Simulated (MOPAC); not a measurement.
MOPAC input (AM1):

```
AM1 1SCF CHARGE=1 GEO-OK AUX(PRECISION=9) THREADS=1
HBCl

B    -0.00000000 1   -0.00000000 1   -1.12599825 1
Cl    0.00000000 1    0.00000000 1    0.46627717 1
H    -0.00000000 1   -0.00000000 1   -2.29672064 1
```

Output:

```
 *******************************************************************************
 **                                                                           **
 **                              MOPAC v23.2.5                                **
 **                                                                           **
 *******************************************************************************
 ** MOPAC's Digital Object Identifier: https://doi.org/10.5281/zenodo.6511958 **
 **                                                                           **
 ** Please cite the open-source release paper for use of this MOPAC version:  **
 ** J. E. Moussa and J. J. P. Stewart (2026)                                  **
 ** MOPAC: An open-source semiempirical molecular orbital program             **
 ** J. Open Source Softw., 11(119), 8025, https://doi.org/10.21105/joss.08025 **
 *******************************************************************************

                              AM1 CALCULATION RESULTS

 *******************************************************************************
 *  AM1        - The AM1 Hamiltonian to be used
 *  GEO-OK     - OVERRIDE INTERATOMIC DISTANCE AND OTHER SAFETY CHECKS
 *
 *
 *
 *                 CHARGE ON SYSTEM = +1
 *
 *
 *
 *  1SCF       - DO 1 SCF AND THEN STOP
 *  AUX        - OUTPUT AUXILIARY INFORMATION
 *******************************************************************************
AM1 1SCF CHARGE=1 GEO-OK AUX(PRECISION=9) THREADS=1
 HBCl

   ATOM   CHEMICAL          X               Y               Z
  NUMBER   SYMBOL      (ANGSTROMS)     (ANGSTROMS)     (ANGSTROMS)

     1       B         -0.00000000  *  -0.00000000  *  -1.12599825  *
     2      Cl          0.00000000  *   0.00000000  *   0.46627717  *
     3       H         -0.00000000  *  -0.00000000  *  -2.29672064  *

          CARTESIAN COORDINATES

    NO.       ATOM           X           Y           Z

     1         B         -0.0000     -0.0000     -1.1260
     2        Cl          0.0000      0.0000      0.4663
     3         H         -0.0000     -0.0000     -2.2967

  H: (AM1): M.J.S. DEWAR ET AL, J. AM. CHEM. SOC. 107 3902-3909 (1985)
  B: (AM1): M.J.S. DEWAR ET AL, ORGANOMETALLICS, 7, 513-521 (1988)
 Cl: (AM1): M.J.S. DEWAR AND E. G. ZOEBISCH, THEOCHEM, 180, 1 (1988).

           Empirical Formula: H B Cl  =     3 atoms

      MOLECULAR POINT GROUP   :   C*v

      RHF CALCULATION, NO. OF DOUBLY OCCUPIED LEVELS = 5

 -------------------------------------------------------------------------------
 AM1 1SCF CHARGE=1 GEO-OK AUX(PRECISION=9) THREADS=1
 HBCl

     1SCF WAS SPECIFIED, SO BFGS WAS NOT USED
     SCF FIELD WAS ACHIEVED

                              AM1 CALCULATION
                                                       MOPAC v23.2.5 Linux

          FINAL HEAT OF FORMATION =        194.52341 KCAL/MOL =     813.88595 KJ/MOL

          COSMO AREA              =         74.28 SQUARE ANGSTROMS
          COSMO VOLUME            =         57.02 CUBIC ANGSTROMS

          IONIZATION POTENTIAL    =         20.512694 EV
          HOMO LUMO ENERGIES (EV) =        -20.513 -6.956
          NO. OF FILLED LEVELS    =          5
          MOLECULAR WEIGHT        =         47.2709         POINT GROUP:  C*v

          MOLECULAR DIMENSIONS (Angstroms)

            Atom       Atom       Distance
            H     3   Cl     2     2.76300
            H     3   Cl     2     0.00000
            B     1   Cl     2     0.00000

          SCF CALCULATIONS        =          1

   ATOM   CHEMICAL          X               Y               Z
  NUMBER   SYMBOL      (ANGSTROMS)     (ANGSTROMS)     (ANGSTROMS)

     1       B         -0.00000000  *  -0.00000000  *  -1.12599825  *
     2      Cl          0.00000000  *   0.00000000  *   0.46627717  *
     3       H         -0.00000000  *  -0.00000000  *  -2.29672064  *

                             CARTESIAN COORDINATES

   1    B       -0.000000000    -0.000000000    -1.125998250
   2   Cl        0.000000000     0.000000000     0.466277170
   3    H       -0.000000000    -0.000000000    -2.296720640

           Empirical Formula: H B Cl  =     3 atoms

      MOLECULAR POINT GROUP   :   C*v

                  EIGENVALUES
 -46.36291 -29.27977 -21.94598 -20.51269 -20.51269  -6.95587  -6.03964  -6.03964
  -2.17228

              NET ATOMIC CHARGES AND DIPOLE CONTRIBUTIONS

  ATOM NO.   TYPE          CHARGE      No. of ELECS.   s-Pop       p-Pop
    1          B           0.506751        2.4932     1.37471     1.11854
    2         Cl           0.265915        6.7341     1.97449     4.75959
    3          H           0.227334        0.7727     0.77267
 DIPOLE           X         Y         Z       TOTAL
 POINT-CHG.     0.000     0.000    -4.861     4.861
 HYBRID        -0.000     0.000     0.067     0.067
 SUM           -0.000     0.000    -4.793     4.793

          ATOMIC ORBITAL ELECTRON POPULATIONS

     Atom    s        px        py        pz
    1  B   1.37471   0.18101   0.18101   0.75653
    2 Cl   1.97449   1.81899   1.81899   1.12161
    3  H   0.77267

 **********************
 *                    *
 * JOB ENDED NORMALLY *
 *                    *
 **********************

 == MOPAC DONE ==
```

The dipole moment of an ion depends on the origin.
